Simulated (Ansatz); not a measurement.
The cluster Hf₂P₂⁻. Charge -1, multiplicity 2. Geometry PBE-D4/def2-SVP, that of the neutral singlet; atoms count from 1.

```xyz
4

Hf   -1.068    0.834   -0.467
Hf    0.718   -0.387    1.178
P     1.329    1.104   -0.623
P    -0.980   -1.552   -0.088
```

In the def2 sets Hf takes a core potential; there is no spin–orbit coupling. The charge -1 doublet is spin-contaminated (final ⟨S²⟩ up to 1.13, 0.75 for a pure state). The structure comes from a short search, and lower isomers may exist.

Question: Estimate the Mulliken populations from the PBE0/def2-TZVPD orbitals of Ansatz.

Answer: 
```json
{"atom": "Hf1", "charge (e)": "-0.05", "spin (α − β)": "0.00", "d electrons": "2.36"}
{"atom": "Hf2", "charge (e)": "-0.17", "spin (α − β)": "1.21", "d electrons": "2.47"}
{"atom": "P3", "charge (e)": "-0.39", "spin (α − β)": "-0.11", "d electrons": "–"}
{"atom": "P4", "charge (e)": "-0.39", "spin (α − β)": "-0.11", "d electrons": "–"}
```
Mulliken values and Mayer orders depend strongly on the basis. With diffuse functions, as here, like atoms can get unlike values, and bond orders can come out too low or too high.

Question: Where does the spin sit?

Answer: Summed by element: Hf 1.22, P -0.22, of 1 unpaired in all. Largest on single atoms: Hf2 1.21, P3 -0.11, P4 -0.11.

Question: And the Mayer bond orders between bonded heavy atoms (over 0.3)?

Answer: Hf1–Hf2 2.00 (2.72 Å); Hf1–P3 1.42 (2.42 Å); Hf1–P4 1.42 (2.42 Å); Hf2–P3 1.44 (2.42 Å); Hf2–P4 1.44 (2.42 Å).
